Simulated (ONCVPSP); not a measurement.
## Sr (Z = 38), ONCV: configuration errors across variants

```json
{
  "Element": "strontium (Sr)",
  "Generator": "ONCVPSP 4.0.1",
  "Type": "optimised norm-conserving Vanderbilt (ONCV)",
  "Functional": "LDA (Perdew-Wang 92)",
  "Relativity": "non-relativistic",
  "Frozen core": "[Ar] 3d10",
  "Valence charge": "10",
  "Reference configuration": "4s2 4p6 5s1.75 5p0.25",
  "Partial waves": "4s+5s: rc 2.05 bohr, ncon 4, nbas 8, qcut 4.7 1/bohr, 2 projectors; 4p+5p: rc 2.75 bohr, ncon 4, nbas 7, qcut 5.6 1/bohr, 3 projectors, debl 0.6 Ha; d scattering state at 0.22 Ha: rc 2.55 bohr, ncon 3, nbas 7, qcut 4.1 1/bohr, 2 projectors, debl 1.7 Ha",
  "Local potential": "polynomial inside 1.85 bohr (lpopt 5, dvloc0 3 Ha)",
  "Core correction": "Teter function, fcfact 4.75, rcfact 1"
}
```

In the d channel the program set the typed energies aside and used 0.050, 1.750 Ha.

All-electron excitation energies from the reference (eV): (1) 4s2 4p6 5s2 5p0 -0.557; (2) 4s2 4p6 5s1 5p0 5.411; (3) 4s2 4p6 5s0 5p0 16.410; (4) 4s2 4p6 4d0.5 5s1.5 5p0 0.442.

2 further variants failed, have other tests or another functional or relativity, and are left out.

Errors AE − PS in meV (a dash: test not solved or not reliable):

```csv
change,(1),(2),(3),(4),bound ghosts,GHOST(+) flags above zero
base,0.0,-0.1,-1.3,+0.7,none,none
"core correction Teter function, fcfact 3.7, rcfact 1",0.0,-0.1,-1.2,+0.7,none,none
"all radii but the core radius scaled by about 1.17 (s 2.40, p 3.22, d 2.98 bohr); local potential polynomial inside 2.16 bohr (lpopt 5, dvloc0 3 Ha)",0.0,-0.2,-2.6,+2.1,none,none
"p: ncon 5, nbas 8",0.0,-0.1,-1.3,+0.7,none,none
"local potential polynomial inside 1.30 bohr (lpopt 5, dvloc0 3 Ha)",0.0,-0.1,-1.3,+0.1,none,none
"local potential polynomial inside 1.85 bohr (lpopt 5, dvloc0 4.5 Ha)",0.0,-0.1,-1.2,+0.7,none,p
p: qcut 8.3,0.0,-0.1,-1.4,+0.7,none,none
d: rc 2.62,0.0,-0.1,-1.3,+0.8,none,none
p: nproj 2,0.0,-0.1,-1.3,+0.7,none,none
```

Give the same row for: core correction none.

0.0, -0.1, -0.8, +0.9; bound ghosts: none; GHOST(+) flags above zero: none.
